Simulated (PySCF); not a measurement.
Structure revision by computed shifts

A compound C6H3NO2 gives the data below (simulated from a calculation) and was assigned the structure `C=C1C(C#N)=C1OC=O`.

$^{13}$C{$^{1}$H} NMR (computed): δ 168.8 (C), 146.2 (CH), 130.8 (CH), 111.2 (C), 94.3 (C), 79.8 (C).

$^{1}$H NMR (600 MHz, computed): δ 6.87 (d, 1H), 6.50 (d, 1H), 6.33 (br s, 1H).

Theoretical values (PySCF 2.14.0 with density-fitted response routines): shieldings: GIAO PBE0/pcSseg-1, geometry from GFN2-xTB. No solvent, one conformer, no relativistic terms.

References, each an isolated molecule treated in the same way: $^{1}$H (σref 31.72), $^{13}$C (σref 186.93) vs TMS.

Task: Compare with the shifts computed for the proposed structure, pairing carbons in order of shift.

Result: Structure with atom numbers: `[CH2:1]=[C:2]1[C:3]([C:4]#[N:5])=[C:6]1[O:7][CH:8]=[O:9]`. Hydrogens are named by the atom that carries them.

```tsv
atom	computed for proposal	given list	difference
C8	159.9	168.8	-8.9
C6	150.5	146.2	+4.3
C2	118.8	130.8	-12.0
C4	112.2	111.2	+1.0
C3	98.1	94.3	+3.8
C1	72.1	79.8	-7.7
```

The rms difference is 7.3 ppm and the largest -12.0 ppm at C2 (fully substituted alkene carbon). The carbon types in order of shift don't match either: CH, C, C, C, C, CH2 for the proposal against C, CH, CH, C, C, C in the data. The proposal doesn't fit.

Task: Which isomer fits?

Result: `N#CC#C/C=C\C(=O)O`.

Carbon types of the structure: 4 × C, 2 × CH, leaving 1 H on heteroatoms. δC 168.8: carboxylic acid carbon; lone-pair donation from the attached heteroatom keeps it upfield of a ketone carbonyl. δC 146.2: α carbon of a C=C–C=O unit; an sp2 carbon of a C=C bond. δC 130.8: β carbon of a C=C–C=O unit; conjugation with the carbonyl draws π density from the β position. δC 94.3, 79.8: alkyne carbon; sp carbons lie upfield of alkene carbons because the cylindrical π system leaves one tensor component strongly shielded.

The shifts were computed for this structure.

OH and NH positions are those of a molecule without intermolecular hydrogen bonds; in solution they move with solvent, concentration and temperature, and exchange usually removes their couplings. Shifts are as computed. Against solution values, carbons near 30 ppm lie about +3 ppm off and those near 130 ppm about +5 ppm. Of 1211 compounds with measured shifts, 218 miss one by over three times the rms of a fit or turn the order of signals round; such compounds aren't used in these exercises. Hydrogen bonding in solution deshields acid and N–H amide carbonyl carbons by as much as 10 ppm beyond these values. No couplings were computed; multiplicities are counted from neighbouring protons, with m where these are inequivalent, close in shift, in a saturated or five-membered ring or joined by F or P, and br s for small geminal =CH2 splittings.
